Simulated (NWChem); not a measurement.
Program: NWChem. System: dimethoxyethane (C₄H₁₀O₂), charge 0, spin multiplicity 1, at a geometry optimised with PBE0/def2-SVP. Level: RHF/def2-SVP.

Output (cleaned and shortened):

```
             Northwest Computational Chemistry Package (NWChem) 7.3.0
             --------------------------------------------------------

                                NWChem Input Module
                                -------------------

 Scaling coordinates for geometry "geometry" by  1.889725989
 (inverse scale =  0.529177249)

 Turning off AUTOSYM since
 SYMMETRY directive was detected!

                             Geometry "geometry" -> ""
                             -------------------------

 Output coordinates in angstroms (scale by  1.889725989 to convert to a.u.)

  No.       Tag          Charge          X              Y              Z
 ---- ---------------- ---------- -------------- -------------- --------------
    1 C                    6.0000    -2.70917500    -0.25040700     0.44531900
    2 O                    8.0000    -1.42448300     0.26936000     0.32707600
    3 C                    6.0000    -0.70073300    -0.27590900    -0.73241200
    4 C                    6.0000     0.70073300     0.27590900    -0.73241200
    5 O                    8.0000     1.42448300    -0.26936000     0.32707600
    6 C                    6.0000     2.70917500     0.25040700     0.44531900
    7 H                    1.0000    -3.32051000    -0.06780500    -0.46249600
    8 H                    1.0000    -3.19850200     0.24288300     1.29708200
    9 H                    1.0000    -2.70187600    -1.34344900     0.63115000
   10 H                    1.0000    -1.18124600    -0.03805000    -1.70574600
   11 H                    1.0000    -0.64903500    -1.38173300    -0.65404100
   12 H                    1.0000     1.18124600     0.03805000    -1.70574600
   13 H                    1.0000     0.64903500     1.38173300    -0.65404100
   14 H                    1.0000     3.32051000     0.06780500    -0.46249600
   15 H                    1.0000     2.70187600     1.34344900     0.63115000
   16 H                    1.0000     3.19850200    -0.24288300     1.29708200

 Effective nuclear repulsion energy (a.u.)     257.7138814885

            Nuclear Dipole moment (a.u.)
            ----------------------------
        X                 Y               Z
 ---------------- ---------------- ----------------
     0.0000000000     0.0000000000    -0.0000037795

      Symmetry information
      --------------------

 Group name             C2
 Group number              4
 Group order               2
 No. of unique centers     8

      Symmetry unique atoms

     1    2    3    7    8    9   10   11


 Summary of "ao basis" -> "" (spherical)
 ------------------------------------------------------------------------------
       Tag                 Description            Shells   Functions and Types
 ---------------- ------------------------------  ------  ---------------------
 *                          def2-svp                  on all atoms

 Summary of "ao basis" -> "ao basis" (spherical)
 ------------------------------------------------------------------------------
       Tag                 Description            Shells   Functions and Types
 ---------------- ------------------------------  ------  ---------------------
 C                          def2-svp                 6       14   3s2p1d
 O                          def2-svp                 6       14   3s2p1d
 H                          def2-svp                 3        5   2s1p

                                 NWChem SCF Module
                                 -----------------

  ao basis        = "ao basis"
  functions       =   134
  atoms           =    16
  closed shells   =    25
  open shells     =     0
  charge          =   0.00
  wavefunction    = RHF
  use symmetry    = T
  symmetry adapt  = T

 Summary of "ao basis" -> "ao basis" (spherical)
 ------------------------------------------------------------------------------
       Tag                 Description            Shells   Functions and Types
 ---------------- ------------------------------  ------  ---------------------
 C                          def2-svp                 6       14   3s2p1d
 O                          def2-svp                 6       14   3s2p1d
 H                          def2-svp                 3        5   2s1p
[...]
                 4     -306.7505491118  1.25D-04  2.28D-05      2.4
                 5     -306.7505491134  4.12D-09  5.51D-10      3.5

       Final RHF  results
       ------------------

         Total SCF energy =   -306.750549113380
      One-electron energy =   -929.273811889731
      Two-electron energy =    364.809381287901
 Nuclear repulsion energy =    257.713881488450

        Time for solution =      2.2s

       Symmetry analysis of molecular orbitals - final
       -----------------------------------------------

  Numbering of irreducible representations:

     1 a           2 b

  Orbital symmetries:

     1 a           2 b           3 a           4 b           5 a
     6 b           7 a           8 b           9 a          10 b
    11 a          12 b          13 b          14 a          15 a
    16 a          17 b          18 b          19 b          20 a
    21 a          22 b          23 a          24 a          25 b
    26 a          27 b          28 a          29 b          30 b
    31 a          32 a          33 b          34 a          35 b

             Final eigenvalues
             -----------------

              1
    1  -20.5442
    2  -20.5442
    3  -11.2775
    4  -11.2774
    5  -11.2774
    6  -11.2769
    7   -1.3757
    8   -1.3582
    9   -1.0209
   10   -0.9228
   11   -0.8784
   12   -0.8122
   13   -0.6844
   14   -0.6819
   15   -0.6596
   16   -0.6366
   17   -0.6314
   18   -0.5955
   19   -0.5464
   20   -0.5302
   21   -0.5091
   22   -0.4806
   23   -0.4681
   24   -0.4232
   25   -0.4147
   26    0.1808
   27    0.1872
   28    0.2169
   29    0.2383
   30    0.2544
   31    0.2618
   32    0.2690
   33    0.2833
   34    0.2948
   35    0.3006

                       ROHF Final Molecular Orbital Analysis
                       -------------------------------------

 Vector   23  Occ=2.000000D+00  E=-4.680715D-01  Symmetry=a
              MO Center= -8.8D-16,  2.2D-15, -1.6D-01, r^2= 3.6D+00
   Bfn.  Coefficient  Atom+Function         Bfn.  Coefficient  Atom+Function
  ----- ------------  ---------------      ----- ------------  ---------------
    32     -0.180536   3 C  px               46      0.180536   4 C  px
    33     -0.178464   3 C  py               47      0.178464   4 C  py
    19      0.174366   2 O  py               61     -0.174366   5 O  py
    20      0.173141   2 O  pz               62      0.173141   5 O  pz
    18      0.151690   2 O  px               60     -0.151690   5 O  px

 Vector   24  Occ=2.000000D+00  E=-4.232467D-01  Symmetry=a
              MO Center=  2.0D-14,  5.7D-15, -4.1D-02, r^2= 4.6D+00
   Bfn.  Coefficient  Atom+Function         Bfn.  Coefficient  Atom+Function
  ----- ------------  ---------------      ----- ------------  ---------------
    19      0.269693   2 O  py               61     -0.269693   5 O  py
    22      0.225661   2 O  py               64     -0.225661   5 O  py
    20     -0.188371   2 O  pz               62     -0.188371   5 O  pz
   105      0.157917  11 H  s               115      0.157917  13 H  s
    23     -0.156504   2 O  pz               65     -0.156504   5 O  pz

 Vector   25  Occ=2.000000D+00  E=-4.146785D-01  Symmetry=b
              MO Center= -2.4D-14, -1.6D-14,  3.6D-03, r^2= 4.7D+00
   Bfn.  Coefficient  Atom+Function         Bfn.  Coefficient  Atom+Function
  ----- ------------  ---------------      ----- ------------  ---------------
    19      0.255961   2 O  py               61      0.255961   5 O  py
    20     -0.252437   2 O  pz               62      0.252437   5 O  pz
    22      0.214212   2 O  py               64      0.214212   5 O  py
    23     -0.210363   2 O  pz               65      0.210363   5 O  pz

 Vector   26  Occ=0.000000D+00  E= 1.807803D-01  Symmetry=a
              MO Center= -4.8D-15,  1.8D-15, -9.4D-01, r^2= 9.8D+00
   Bfn.  Coefficient  Atom+Function         Bfn.  Coefficient  Atom+Function
  ----- ------------  ---------------      ----- ------------  ---------------
    31      1.169111   3 C  s                45      1.169111   4 C  s
     3      1.090615   1 C  s                73      1.090615   6 C  s
   101     -0.929727  10 H  s               111     -0.929727  12 H  s
   106     -0.638244  11 H  s               116     -0.638244  13 H  s
    86     -0.633122   7 H  s               121     -0.633122  14 H  s

 Vector   27  Occ=0.000000D+00  E= 1.872426D-01  Symmetry=b
              MO Center= -9.8D-16, -1.0D-15, -4.3D-02, r^2= 1.3D+01
   Bfn.  Coefficient  Atom+Function         Bfn.  Coefficient  Atom+Function
  ----- ------------  ---------------      ----- ------------  ---------------
     3      1.725438   1 C  s                73     -1.725438   6 C  s
    31      0.971181   3 C  s                45     -0.971181   4 C  s
    96     -0.862737   9 H  s               126      0.862737  15 H  s
    86     -0.841513   7 H  s               121      0.841513  14 H  s
    91     -0.651935   8 H  s               131      0.651935  16 H  s

 Vector   28  Occ=0.000000D+00  E= 2.168910D-01  Symmetry=a
              MO Center= -4.3D-15, -3.6D-16, -2.1D-01, r^2= 1.4D+01
   Bfn.  Coefficient  Atom+Function         Bfn.  Coefficient  Atom+Function
  ----- ------------  ---------------      ----- ------------  ---------------
     3      1.807799   1 C  s                73      1.807799   6 C  s
    31     -1.077230   3 C  s                45     -1.077230   4 C  s
   101      0.952932  10 H  s               111      0.952932  12 H  s
    91     -0.911583   8 H  s               131     -0.911583  16 H  s
    96     -0.772751   9 H  s               126     -0.772751  15 H  s

 center of mass
 --------------
 x =   0.00000000 y =   0.00000000 z =   0.03715281

 moments of inertia (a.u.)
 ------------------
         162.995795899657         -59.814650018026           0.000000000000
         -59.814650018026        1237.168034124982          -0.000000000000
           0.000000000000          -0.000000000000        1168.949870834173

  Mulliken analysis of the total density
  --------------------------------------

    Atom       Charge   Shell Charges
 -----------   ------   -------------------------------------------------------
    1 C    6     5.77   1.99  0.86  0.17  1.96  0.72  0.07
    2 O    8     8.57   1.99  1.05  0.76  2.87  1.88  0.02
    3 C    6     5.74   1.99  0.89  0.12  1.98  0.69  0.08
    4 C    6     5.74   1.99  0.89  0.12  1.98  0.69  0.08
    5 O    8     8.57   1.99  1.05  0.76  2.87  1.88  0.02
    6 C    6     5.77   1.99  0.86  0.17  1.96  0.72  0.07
    7 H    1     0.99   0.77  0.20  0.02
    8 H    1     0.96   0.76  0.17  0.02
    9 H    1     0.99   0.76  0.20  0.02
   10 H    1     1.00   0.77  0.20  0.02
   11 H    1     0.98   0.77  0.19  0.02
   12 H    1     1.00   0.77  0.20  0.02
   13 H    1     0.98   0.77  0.19  0.02
   14 H    1     0.99   0.77  0.20  0.02
   15 H    1     0.99   0.76  0.20  0.02
   16 H    1     0.96   0.76  0.17  0.02

       Multipole analysis of the density wrt the origin
       ------------------------------------------------

     L   x y z        total         open         nuclear
     -   - - -        -----         ----         -------
     0   0 0 0     -0.000000      0.000000     50.000000

     1   1 0 0      0.000000      0.000000      0.000000
     1   0 1 0      0.000000      0.000000      0.000000
     1   0 0 1     -0.635913      0.000000     -0.000004

     2   2 0 0    -23.134109      0.000000    668.432348
     2   1 1 0      2.192937      0.000000     44.143191
     2   1 0 1     -0.000000      0.000000     -0.000000
     2   0 2 0    -28.904326      0.000000     37.085459
     2   0 1 1      0.000000      0.000000      0.000000
     2   0 0 2    -28.132016      0.000000     77.822500

 Task  times  cpu:        3.5s     wall:        3.5s

 Total times  cpu:        3.5s     wall:        3.5s
```

Problem. Write an NWChem input that would produce this output.

Solution. Several could match; the one computed here: 
```
start mol
memory heap 200 mb stack 900 mb global 1100 mb
geometry units angstroms nocenter noautoz
  C     -2.709175    -0.250407     0.445319
  O     -1.424483     0.269360     0.327076
  C     -0.700733    -0.275909    -0.732412
  C      0.700733     0.275909    -0.732412
  O      1.424483    -0.269360     0.327076
  C      2.709175     0.250407     0.445319
  H     -3.320510    -0.067805    -0.462496
  H     -3.198502     0.242883     1.297082
  H     -2.701876    -1.343449     0.631150
  H     -1.181246    -0.038050    -1.705746
  H     -0.649035    -1.381733    -0.654041
  H      1.181246     0.038050    -1.705746
  H      0.649035     1.381733    -0.654041
  H      3.320510     0.067805    -0.462496
  H      2.701876     1.343449     0.631150
  H      3.198502    -0.242883     1.297082
  symmetry group C2
end
basis spherical
  * library def2-svp
end
scf
  rhf
  nopen 0
  maxiter 100
  thresh 1e-7
  semidirect memsize 60000000 filesize 0
end
task scf energy
```
